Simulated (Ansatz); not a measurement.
Reaction (ligand exchange at a Ge–I bond): `S[SiH2][GeH2][I]` + H–F → `[F][GeH2][SiH2]S` + HI

Gas-phase electronic energies from Ansatz, PBE0-D4/def2-TZVP geometries. CCSD(T)/CBS adds triple-zeta CCSD(T) − MP2 to the extrapolated MP2 energy (def2 sets, frozen cores). This one scheme is used for every species. Functionals use def2-TZVPP. B3LYP here is the variant with VWN-RPA as its local correlation; programs differ in this. def2 core potentials past Kr. For Ge, I outer-core shells are correlated without core-valence functions, which leaves a few kJ/mol of doubt a bond. Scalar relativity is left out up to krypton. One conformer a species, not always the lowest.

```tsv
level	ΔE (kJ/mol)	difference from CCSD(T)/CBS
PBE-D4	48.0	-7.0
r2SCAN-D4	40.7	-14.3
PBE0-D4	53.4	-1.6
B3LYP-D4	41.1	-13.9
ωB97X-V	35.9	-19.1
ωB97M-V	41.4	-13.6
B2PLYP	36.0	-19.0
PBE	40.2	-14.8
r2SCAN	39.0	-16.0
PBE0	46.2	-8.8
B3LYP	27.9	-27.1
HF/def2-TZVPP	25.0	-30.0
MP2/def2-TZVPP	56.3	1.3
SCS-MP2/def2-TZVPP	42.7	-12.3
CCSD/def2-TZVPP	39.4	-15.6
CCSD(T)/def2-TZVPP	42.8	-12.2
HF/def2-QZVPP	22.9	-32.1
MP2/def2-QZVPP	62.6	7.6
SCS-MP2/def2-QZVPP	48.3	-6.7
HF/CBS(def2)	22.7	-32.3
MP2/CBS(def2)	68.6	13.6
CCSD/CBS(def2)	51.6	-3.4
CCSD(T)/CBS	55.0	0
```

Largest T1 diagnostic among the species: 0.012.

In def2-TZVPP, CCSD(T) changes the Hartree–Fock value by +17.7 kJ/mol (the triples alone add +3.3 kJ/mol) and MP2 by +31.3 kJ/mol. The D4 term adds +13.2 kJ/mol with B3LYP and +7.2 kJ/mol with PBE0; it sums over pairs of atoms, weighted by their polarisabilities, and B3LYP, whose exchange is more repulsive, gets the larger term. From PBE to PBE0 (25 % exact exchange), in def2-TZVPP and without D4, ΔE moves by +6.0 kJ/mol.

CCSD(T)/CBS has its own doubt, a few kJ/mol and more with outer-core shells, so smaller differences from it don't rank the levels.
